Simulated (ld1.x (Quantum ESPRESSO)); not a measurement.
## bismuth, TM: configuration errors across variants

bismuth, norm-conserving Troullier–Martins (Kleinman–Bylander form), made with ld1.x (Quantum ESPRESSO) 7.5 (PBEsol, scalar-relativistic). Core [Xe] 4f14, reference 5d10 6s1.5 6p3.5. Waves: 6p (bound): rc 2.30 bohr; 5d (bound): rc 1.15 bohr; 6s (bound): rc 1.95 bohr. Local part: the s channel. Core correction: a·sin(br)/r model core, default radius (core density twice the valence density).

All-electron excitation energies from the reference (eV): (1) 5d10 6s2 6p3 -5.014; (2) 5d10 6s2 6p2 2.935; (3) 5d10 6s2 6p1 18.226; (4) 5d9 6s2 6p3 28.298; (5) 5d10 6s1 6p0 87.061; (6) 5d9 6s2 6p4 19.149; (7) 5d10 6s2 6p3.3 -6.114.

3 further variants failed, have other tests or another functional or relativity, and are left out.

A true bound ghost makes a file unfit for plane-wave use even where its test errors are small: the radial tests pick states by their node count and pass the ghost by.

Errors AE − PS in meV (a dash: test not solved or not reliable):

```csv
change,(1),(2),(3),(4),(5),(6),(7),bound ghosts
base,-0.2,-5.4,-15,-179,-61,-222,+1.2,none
wave 5d (bound): rc 1.15 bohr becomes 5d (bound): rc 1.16 bohr,-0.2,-5.4,-15,-179,-61,-222,+1.2,none
"all radii but the core radius scaled by about 0.80 (s 1.56, p 1.84, d 0.92 bohr)",+0.9,-3.2,-9.0,-85,-44,-119,+2.1,none
```

Task: Give the same row for: local potential all-electron potential smoothed inside 1.30 bohr (lloc = -1).

Result: +0.1, -5.2, -15, -117, -51, -161, +1.4; bound ghosts: s, p.
